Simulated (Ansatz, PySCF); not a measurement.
Gas-phase reaction (SMILES): C[SiH]1CCCC1 [1-methylsilolane] + 6 [H][H] (H2) → 5 C (CH4) + [SiH4] (SiH4); energy of full hydrogenation.

Geometries: B3LYP-D3(BJ)/def2-TZVP minima from Ansatz (an electronic-structure program), one conformer each, not searched for the lowest. Cores are frozen in the correlated levels unless marked. Spin-orbit coupling is left out. No relativistic terms. CBS(X,Y): correlation extrapolated as X^-3; Hartree-Fock from the larger set. Thermal terms are rigid-rotor harmonic-oscillator values from B3LYP-D3(BJ) frequencies (Ansatz or PySCF) at 298.15 K and 1 atm. 1 Eh = 627.5095 kcal/mol.

```csv
species,"E, CCSD(T)/CBS(cc-pV(T+d)Z,cc-pV(Q+d)Z) (Ansatz) (Eh)","E, wB97X-V/def2-TZVPD (Ansatz) (Eh)",H - E (Eh)
C[SiH]1CCCC1,-486.57915,-487.25613,0.16563
[H][H] (H2),-1.17450,-1.17238,0.01336
C (CH4),-40.45816,-40.51531,0.04840
[SiH4] (SiH4),-291.45815,-291.83995,0.03520
```

Q: Work out ΔE and ΔH at 298.15 K at the first level, then ΔH at the second.

A: 
1. ΔE = [5×(-40.45816) + (-291.45815)] - [(-486.57915) + 6×(-1.17450)] = -0.12280 Eh = -77.1 kcal/mol at CCSD(T)/CBS(cc-pV(T+d)Z,cc-pV(Q+d)Z).
2. The terms H - E add up to 0.03141 Eh, so ΔH = (-0.12280 + (0.03141))×627.5095 = -57.3 kcal/mol.
3. At wB97X-V/def2-TZVPD the same steps give ΔE = -79.1 and ΔH = -59.4 kcal/mol, a shift of -2.1 from the first level.
4. These values are not checked against measurement here, since the tables used lack a sound gas-phase enthalpy of formation for at least one species.
